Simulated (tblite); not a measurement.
Species: C₈H₁₆O.
Atom-mapped SMILES: `[CH3:1][CH2:2][C@@H:3]1[CH2:4][C@@:5]1([CH2:6][CH3:7])[CH2:8][OH:9]` (hydrogens: H10, H11, H12 on C1; H13, H14 on C2; H15 on C3; H16, H17 on C4; H18, H19 on C6; H20, H21, H22 on C7; H23, H24 on C8; H25 on O9)

A start from a force field or distance geometry was refined with GFN2-xTB geometry optimisation, gas phase in tblite. Values at the start:

```csv
coordinate,start
C1–H10,1.108 Å
C2–C3,1.492 Å
C2–H14,1.085 Å
C3–C4,1.520 Å
C3–C5,1.538 Å
C3–H15,1.071 Å
C4–C5,1.529 Å
C5–C6,1.524 Å
C5–C8,1.506 Å
C6–C7,1.520 Å
C6–H18,1.097 Å
C6–H19,1.102 Å
C8–O9,1.420 Å
C8–H23,1.092 Å
C8–H24,1.106 Å
O9–H25,0.972 Å
C2–C3–C4,119.3°
C2–C3–C5,123.3°
C3–C5–C6,120.9°
C3–C5–C8,115.7°
C4–C5–C6,116.6°
C5–C6–C7,113.3°
C5–C8–O9,109.6°
C6–C5–C8,115.0°
C2–C3–C5–C4,107°
C4–C5–C6–C7,79°
C4–C5–C8–O9,151°
```

How do these coordinates change at the GFN2-xTB level?

```json
{"coordinate": "C3–C5", "GFN2-xTB (Å or °)": "1.511", "change": "-0.027"}
{"coordinate": "C4–C5", "GFN2-xTB (Å or °)": "1.503", "change": "-0.026"}
{"coordinate": "C1–H10", "GFN2-xTB (Å or °)": "1.088", "change": "-0.020"}
{"coordinate": "C2–C3", "GFN2-xTB (Å or °)": "1.511", "change": "+0.019"}
{"coordinate": "C3–C4", "GFN2-xTB (Å or °)": "1.502", "change": "-0.018"}
{"coordinate": "C3–H15", "GFN2-xTB (Å or °)": "1.087", "change": "+0.016"}
{"coordinate": "C8–H24", "GFN2-xTB (Å or °)": "1.092", "change": "-0.014"}
{"coordinate": "C5–C8", "GFN2-xTB (Å or °)": "1.519", "change": "+0.013"}
{"coordinate": "C6–H19", "GFN2-xTB (Å or °)": "1.090", "change": "-0.012"}
{"coordinate": "C8–O9", "GFN2-xTB (Å or °)": "1.410", "change": "-0.010"}
{"coordinate": "C8–H23", "GFN2-xTB (Å or °)": "1.100", "change": "+0.008"}
{"coordinate": "O9–H25", "GFN2-xTB (Å or °)": "0.965", "change": "-0.007"}
{"coordinate": "C6–C7", "GFN2-xTB (Å or °)": "1.527", "change": "+0.007"}
{"coordinate": "C5–C6", "GFN2-xTB (Å or °)": "1.518", "change": "-0.006"}
{"coordinate": "C2–H14", "GFN2-xTB (Å or °)": "1.091", "change": "+0.006"}
{"coordinate": "C6–H18", "GFN2-xTB (Å or °)": "1.093", "change": "-0.004"}
{"coordinate": "C4–C5–C6", "GFN2-xTB (Å or °)": "119.4", "change": "+2.8"}
{"coordinate": "C2–C3–C4", "GFN2-xTB (Å or °)": "121.6", "change": "+2.3"}
{"coordinate": "C5–C8–O9", "GFN2-xTB (Å or °)": "111.8", "change": "+2.2"}
{"coordinate": "C6–C5–C8", "GFN2-xTB (Å or °)": "113.0", "change": "-2.0"}
{"coordinate": "C5–C6–C7", "GFN2-xTB (Å or °)": "112.2", "change": "-1.1"}
{"coordinate": "C3–C5–C6", "GFN2-xTB (Å or °)": "121.8", "change": "+0.9"}
{"coordinate": "C3–C5–C8", "GFN2-xTB (Å or °)": "115.1", "change": "-0.6"}
{"coordinate": "C2–C3–C5", "GFN2-xTB (Å or °)": "123.7", "change": "+0.4"}
{"coordinate": "C4–C5–C6–C7", "GFN2-xTB (Å or °)": "69", "change": "-10"}
{"coordinate": "C4–C5–C8–O9", "GFN2-xTB (Å or °)": "147", "change": "-4"}
{"coordinate": "C2–C3–C5–C4", "GFN2-xTB (Å or °)": "110", "change": "+3"}
```

The energy falls by 0.116 eV over 81 L-BFGS steps, the largest force on an atom goes from 1.57 to 0.010 eV/Å, and the atoms move by 0.127 Å rms after alignment. Among the bonds, C4–C5 and C3–C5 change most and about equally (-0.027 to -0.026 Å). Bonds longer at the end by more than 0.005 Å: 6 of 25; shorter: 11. Among the dihedrals that turn most is C8–C5–C6–H18, from 57° to 44°. Rotational constants go from 1850, 1178, 1031 to 1799, 1213, 1033 MHz.

Hardware: one thread, AMD EPYC 9R45 (x86_64), on a shared host. Cost: 0.42 s.

Its GFN2-xTB frequencies are all real (lowest 69 cm⁻¹). The numbers are those of one conformer.

All values are computed, not measured.
